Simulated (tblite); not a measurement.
Compound: C₆H₇OS (doublet state).
Atom-mapped SMILES: `[CH:1]#[C:2][C@@H:3]1[CH:4][S@:5](=[O:6])[C@H:7]1[CH3:8]` (hydrogens: H9 on C1; H10 on C3; H11 on C4; H12 on C7; H13, H14, H15 on C8)
Bond orders are those of one Lewis drawing.

Computed with GFN2-xTB (tblite), gas phase: L-BFGS steps from a force-field or distance-geometry start until the largest atomic force falls under 0.01 eV/Å.

Step 57: E = -640.7400 eV
```
atom  x, y, z in Å  |  force x, y, z in eV/Å
C1      2.1484    2.0082   -0.5353   -0.001  -0.020  -0.006
C2      1.2328    1.3872   -0.0777   -0.006   0.020   0.025
C3      0.1775    0.5849    0.5176    0.008  -0.004  -0.011
C4      0.6887   -0.3570    1.5459   -0.012  -0.016  -0.046
S5     -0.1899   -1.7823    1.0121   -0.034  -0.009   0.031
O6      0.6934   -2.8972    0.6697   -0.013   0.001  -0.010
C7     -0.3950   -0.5219   -0.3913    0.018  -0.007   0.012
C8     -1.8123   -0.3504   -0.8804    0.025   0.008   0.017
H9      2.9406    2.5607   -0.9463   -0.033  -0.005  -0.008
H10    -0.6062    1.2670    0.8820    0.009  -0.012  -0.009
H11     1.3334   -0.1791    2.3819    0.002   0.013   0.005
H12     0.2943   -0.7959   -1.1887    0.008   0.041  -0.006
H13    -1.8847    0.5094   -1.5464    0.021  -0.016  -0.011
H14    -2.4876   -0.1898   -0.0415    0.001  -0.014   0.000
H15    -2.1376   -1.2357   -1.4233    0.007   0.021   0.017
```

Step 58: E = -640.7403 eV
```
atom  x, y, z in Å  |  force x, y, z in eV/Å
C1      2.1455    2.0130   -0.5347    0.007  -0.008  -0.008
C2      1.2316    1.3895   -0.0778   -0.011   0.013   0.030
C3      0.1795    0.5838    0.5173   -0.001  -0.013  -0.017
C4      0.6921   -0.3596    1.5435   -0.010  -0.008  -0.048
S5     -0.1940   -1.7814    1.0158   -0.044   0.001   0.012
O6      0.6816   -2.9033    0.6775   -0.007  -0.001  -0.012
C7     -0.3941   -0.5218   -0.3919    0.015  -0.045   0.027
C8     -1.8108   -0.3494   -0.8818    0.032   0.008   0.018
H9      2.9349    2.5705   -0.9438   -0.024  -0.003  -0.014
H10    -0.6058    1.2629    0.8831    0.009  -0.005  -0.003
H11     1.3426   -0.1831    2.3748    0.009   0.013   0.016
H12     0.2948   -0.8003   -1.1882    0.011   0.048   0.000
H13    -1.8792    0.5072   -1.5521    0.010  -0.014  -0.013
H14    -2.4852   -0.1831   -0.0433   -0.001  -0.012  -0.007
H15    -2.1380   -1.2370   -1.4204    0.007   0.026   0.018
```

Step 59: E = -640.7408 eV
```
atom  x, y, z in Å  |  force x, y, z in eV/Å
C1      2.1419    2.0187   -0.5344    0.013   0.005  -0.010
C2      1.2306    1.3921   -0.0774   -0.016   0.003   0.029
C3      0.1822    0.5818    0.5166   -0.010  -0.020  -0.017
C4      0.6962   -0.3632    1.5403   -0.003   0.001  -0.034
S5     -0.1997   -1.7809    1.0203   -0.042   0.012  -0.014
O6      0.6673   -2.9107    0.6866   -0.005  -0.003  -0.011
C7     -0.3925   -0.5227   -0.3923    0.006  -0.071   0.035
C8     -1.8082   -0.3481   -0.8831    0.029   0.006   0.014
H9      2.9270    2.5830   -0.9415   -0.010   0.001  -0.022
H10    -0.6045    1.2581    0.8842    0.005   0.000   0.004
H11     1.3522   -0.1874    2.3671    0.015   0.010   0.026
H12     0.2958   -0.8047   -1.1878    0.015   0.046   0.007
H13    -1.8722    0.5045   -1.5588    0.000  -0.008  -0.011
H14    -2.4816   -0.1750   -0.0452   -0.004  -0.007  -0.013
H15    -2.1388   -1.2374   -1.4166    0.007   0.025   0.017
```

Step 60: E = -640.7412 eV
```
atom  x, y, z in Å  |  force x, y, z in eV/Å
C1      2.1382    2.0241   -0.5347    0.014   0.014  -0.009
C2      1.2298    1.3945   -0.0762   -0.016  -0.007   0.018
C3      0.1848    0.5793    0.5157   -0.014  -0.020  -0.010
C4      0.6997   -0.3672    1.5371    0.005   0.006  -0.010
S5     -0.2060   -1.7808    1.0241   -0.026   0.017  -0.032
O6      0.6534   -2.9177    0.6954   -0.007  -0.004  -0.009
C7     -0.3904   -0.5248   -0.3924   -0.005  -0.066   0.029
C8     -1.8049   -0.3467   -0.8840    0.016   0.003   0.006
H9      2.9184    2.5951   -0.9408    0.003   0.004  -0.028
H10    -0.6025    1.2538    0.8852   -0.002  -0.001   0.009
H11     1.3598   -0.1914    2.3607    0.016   0.005   0.032
H12     0.2978   -0.8073   -1.1878    0.018   0.034   0.013
H13    -1.8653    0.5017   -1.5650   -0.003  -0.001  -0.006
H14    -2.4773   -0.1674   -0.0466   -0.006   0.000  -0.015
H15    -2.1398   -1.2371   -1.4126    0.007   0.014   0.012
```

Problem. Estimate the geometry and energy of step 61. (The exact step hangs on the optimiser's Hessian estimate; all steps are aligned on step 60, rigid shifts and turns removed.)

Solution. E = -640.7415 eV, largest force 0.035 eV/Å
```
atom  x, y, z in Å  |  force x, y, z in eV/Å
C1      2.1358    2.0266   -0.5355    0.007   0.015  -0.006
C2      1.2295    1.3958   -0.0746   -0.009  -0.011   0.003
C3      0.1861    0.5775    0.5154   -0.010  -0.011   0.001
C4      0.7011   -0.3696    1.5356    0.008   0.005   0.008
S5     -0.2100   -1.7809    1.0251   -0.007   0.014  -0.027
O6      0.6460   -2.9214    0.7002   -0.010  -0.006  -0.010
C7     -0.3887   -0.5270   -0.3924   -0.008  -0.031   0.013
C8     -1.8025   -0.3459   -0.8842    0.003  -0.001  -0.002
H9      2.9132    2.6011   -0.9421    0.008   0.005  -0.027
H10    -0.6011    1.2517    0.8858   -0.008  -0.007   0.009
H11     1.3622   -0.1936    2.3584    0.013   0.000   0.032
H12     0.3000   -0.8067   -1.1882    0.017   0.018   0.016
H13    -1.8618    0.5002   -1.5682    0.000   0.005   0.000
H14    -2.4739   -0.1636   -0.0469   -0.010   0.006  -0.013
H15    -2.1404   -1.2362   -1.4103    0.006   0.000   0.005
```

The energy changes by -0.0003 eV. The first-order estimate −F·Δx gives -0.0004 eV and the mean of the old and new forces, exact on a quadratic surface, -0.0003 eV. The step makes an angle of 78° with the force vector and moves no atom by more than 0.010 Å.

What follows is the cost of the whole relaxation. On one thread, INTEL XEON PLATINUM 8581C at 2.10 GHz (x86_64), shared host with 80 logical CPUs at a one-minute load of 15, this took 0.66 s of wall time.
